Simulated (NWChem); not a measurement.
Species: InHCl$_{2}$; SMILES [Cl][InH][Cl]

```xyz
4

In     0.0000     0.0000    -0.5129
H      0.0000     0.0000    -2.2152
Cl    -1.9436     0.0000     0.7888
Cl     1.9436     0.0000     0.7888
```
Atoms are numbered in this order, from 1.

Level: PBE0/def2-SVP with def2 effective core potentials on In (NWChem), optimised geometry, unscaled harmonic frequencies. def2 effective core potentials on In; no spin-orbit coupling.

```tsv
frequency (cm⁻¹)	IR intensity (km/mol)
104	8.4
369	20.0
377	45.3
378	110.5
473	62.8
1879	91.1
```

```json
{
  "zero_point_energy": "5.1 kcal/mol",
  "thermal correction to the enthalpy at 298.15 K (with zero-point energy)": "8.7 kcal/mol",
  "heat capacity Cv": "13.8 cal/(mol K)",
  "entropy at 298.15 K and 1 atm (symmetry number 2)": "74.7 cal/(mol K)"
}
```

Rigid rotor and harmonic oscillator.
